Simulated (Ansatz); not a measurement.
Ansatz (an electronic-structure program) input for C₂H₁₂N₂Si₂, SMILES C[Si@H](CN)N[SiH3], CAM-B3LYP/def2-SVPD. Coordinates come from a B3LYP-D3(BJ)/def2-SVP optimisation. The structure was generated by enumeration; whether it is a known compound was not checked. Other conformers were not sampled.

Ansatz 0.2 input:
```yaml
crystal:
  periodic: [false, false, false]
  atoms:
    - {symbol: C, position_ang: [-0.48102458, -2.06515526, -1.05286567]}
    - {symbol: Si, position_ang: [0.35508615, -0.38506701, -0.92134342]}
    - {symbol: C, position_ang: [1.80330381, -0.48079835, 0.29242339]}
    - {symbol: N, position_ang: [2.34449317, 0.85790056, 0.51469059]}
    - {symbol: N, position_ang: [-0.76227401, 0.84995560, -0.35120011]}
    - {symbol: Si, position_ang: [-1.75279636, 0.82946373, 1.07792484]}
    - {symbol: H, position_ang: [-0.87935910, -2.38297291, -0.07528356]}
    - {symbol: H, position_ang: [-1.31928633, -2.03413130, -1.76701773]}
    - {symbol: H, position_ang: [0.22954875, -2.83688459, -1.39257046]}
    - {symbol: H, position_ang: [0.82303537, 0.07765675, -2.25965665]}
    - {symbol: H, position_ang: [2.57941909, -1.12719217, -0.15785668]}
    - {symbol: H, position_ang: [1.46226561, -1.01456973, 1.20934052]}
    - {symbol: H, position_ang: [3.05270242, 0.85949768, 1.24835996]}
    - {symbol: H, position_ang: [1.60145929, 1.48665834, 0.82040793]}
    - {symbol: H, position_ang: [-0.87762422, 1.64667553, -0.97291025]}
    - {symbol: H, position_ang: [-1.30541896, -0.33058607, 1.90167732]}
    - {symbol: H, position_ang: [-3.21318101, 0.67117853, 0.79505351]}
    - {symbol: H, position_ang: [-1.59482765, 2.08384439, 1.87653666]}
basis:
  gaussian:
    orbitals: def2-SVPD
hamiltonian:
  xc: {name: CAM-B3LYP}
```

It prints:

```
WARN ansatz: RAYON_NUM_THREADS=2 ignored (pool sized by the plan → 2); use --threads N
Functional definition: CAM-B3LYP
integrals: 0.25 GiB planned
1930 factors; their error is unknown
integrals: 0.28 GiB planned
860 factors; integrals over basis functions are off by at most 3.5e-6 eV
mean field: 2.39 GiB planned
mean field evaluation 1: about -20985.5666 eV, gradient 6.9e1 eV
mean field evaluation 2: about -20983.0857 eV, gradient 7.6e1 eV
mean field evaluation 4: about -20995.5661 eV, gradient 2.9e0 eV
mean field evaluation 8: about -20995.5855 eV, gradient 4.6e-2 eV
mean field evaluation 16: about -20995.6441 eV, gradient 5.6e-5 eV
mean field -20995.64414488 eV, -771.5756909658 hartree, gradient 5.6e-5 eV, S^2 0.000000; 0 other end points of the search recorded, 0 dependent functions left out
reference -20995.64431534 eV, -771.5756972301 hartree; 33, 33 occupied and 191, 191 virtual orbitals, 1930 factors
Total energy: -20995.64431534 eV, -771.5756972301 hartree
```

Self-consistency was reached.
